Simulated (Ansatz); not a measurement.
Saddle point of AlH2BrO, closed shell (AlH₂BrO ([OH][AlH][Br]) → AlHO ([OH][Al]) + HBr; bonds formed: Br2–H3; bonds broken: Al1–Br2, Al1–H3), PBE0-D4/def2-TZVP structure:

```xyz
5
angstrom
Al 0.5482 0.4602 0.5662
Br 0.6516 -1.4757 -1.3976
H 1.6694 -0.5181 -0.2391
O -1.0531 0.9334 0.7715
H -1.8161 0.6002 0.2989
```

Energies are electronic, without zero-point energy. Barriers and step energies count from the start structure reached by relaxing down the imaginary mode; all methods use the PBE0-D4 structures, on which another method's saddle can fall below an end. Ansatz 0.2.0; basis: def2-TZVPP, with def2-QZVPP for the basis limit; cores frozen in the correlated methods. Filled d shells of the heavier atoms are correlated. The def2 sets are not built for correlating such inner shells, so the correlated values are less sure here. B3LYP uses VWN-RPA correlation. Extrapolation: Hartree–Fock as exp(−7.88 √X), correlation as X^−2.97.

```json
{"method": "SPW92", "barrier (eV)": "2.352", "step energy (eV)": "2.068"}
{"method": "PBE-D4", "barrier (eV)": "2.451", "step energy (eV)": "2.043"}
{"method": "BLYP-D4", "barrier (eV)": "2.483", "step energy (eV)": "1.958"}
{"method": "r2SCAN-D4", "barrier (eV)": "2.782", "step energy (eV)": "2.393"}
{"method": "B97M-V", "barrier (eV)": "2.883", "step energy (eV)": "2.329"}
{"method": "PBE0-D4", "barrier (eV)": "2.781", "step energy (eV)": "2.207"}
{"method": "B3LYP-D4", "barrier (eV)": "?", "step energy (eV)": "2.109"}
{"method": "r2SCAN0-D4", "barrier (eV)": "2.979", "step energy (eV)": "2.429"}
{"method": "BHLYP-D4", "barrier (eV)": "3.128", "step energy (eV)": "2.293"}
{"method": "CAM-B3LYP-D4", "barrier (eV)": "2.990", "step energy (eV)": "2.199"}
{"method": "wB97X-V", "barrier (eV)": "3.147", "step energy (eV)": "2.347"}
{"method": "wB97M-V", "barrier (eV)": "2.993", "step energy (eV)": "2.182"}
{"method": "B2PLYP", "barrier (eV)": "2.910", "step energy (eV)": "2.221"}
{"method": "PBE-QIDH", "barrier (eV)": "3.076", "step energy (eV)": "2.385"}
{"method": "RPA on PBE", "barrier (eV)": "?", "step energy (eV)": "2.128"}
{"method": "HF", "barrier (eV)": "?", "step energy (eV)": "2.440"}
{"method": "MP2", "barrier (eV)": "3.093", "step energy (eV)": "2.383"}
{"method": "CCSD", "barrier (eV)": "3.140", "step energy (eV)": "2.256"}
{"method": "CCSD(T)", "barrier (eV)": "3.005", "step energy (eV)": "2.245"}
```

Q: Fill in the withheld barriers. (To be estimated.)

A: Computed: B3LYP-D4 2.754; HF 3.671; RPA on PBE 2.869 eV. Each is the energy of the saddle less that of the start structure, by the same method.

For comparison, the barrier by CCSD(T) at an estimated basis limit (MP2 extrapolated from triple and quadruple zeta, plus CCSD(T) − MP2 in triple zeta) is 2.996 eV.

T1 diagnostic: at most 0.013. The restricted Hartree–Fock reference is unstable towards an unrestricted one at one or more of these structures.

Labels in which every atom is bracketed show which atoms are joined, not bond orders.

For scale, one of the runs: CCSD(T)/def2-TZVPP, 149 basis functions (an equivalent command: `ansatz run in.yaml --threads 2`). Time: 21 s of wall clock on 2 CPU threads; the host was shared. Peak host memory: 0.95 GiB.
